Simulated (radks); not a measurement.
Values are calculated unless marked as measured or tabulated.
Question: Numerical settings for neutral ytterbium, [Xe] 4f14 6s2. Code: a radial shooting solver on a logarithmic mesh with Libxc functionals. Model: scalar-relativistic Kohn-Sham, PBE, spin-unpolarised, spherical densities, finite nucleus; Fermi nuclear charge, rms radius 5.3108 fm. The defaults (mesh step 0.008 in ln r, mesh end at 40 bohr or more with all orbitals vanishing there, Anderson mixing 0.5 over 9 steps, residual threshold near 1e-9 with the energy settled to 1e-9 hartree or 1e-11 of itself, here a cap of 64 iterations) give E = -14058.1415 hartree and 4f at -3.021 eV in 36 iterations. Run on one thread of a shared host, so times are rough (Arm Neoverse V2): 0.33 s of CPU time, 0.33 s wall, 36 iterations on 2440 mesh points. One setting is changed at a time: mesh step in ln r 0.003; mesh step in ln r 0.02; mesh step in ln r 0.2; mesh end (bohr) 400; mesh end (bohr) 5; residual threshold 0.01; residual threshold 1e-16; mixing 0.01; linear mixing, mixing 0.05; linear mixing, mixing 0.2; mixing history 2; iteration cap 5. Which runs fail to converge, and which converge to a wrong energy?

Answer: Not converged within the cap: mesh step in ln r 0.003; mesh step in ln r 0.2; residual threshold 1e-16; mixing 0.01; linear mixing, mixing 0.05; linear mixing, mixing 0.2; iteration cap 5. Settled on a wrong energy, with an occupied level pushed above zero by the early mesh end: mesh end (bohr) 5 (+0.247 hartree). Apart from these: no run marked as converged misses the energy by more than 1 mhartree.
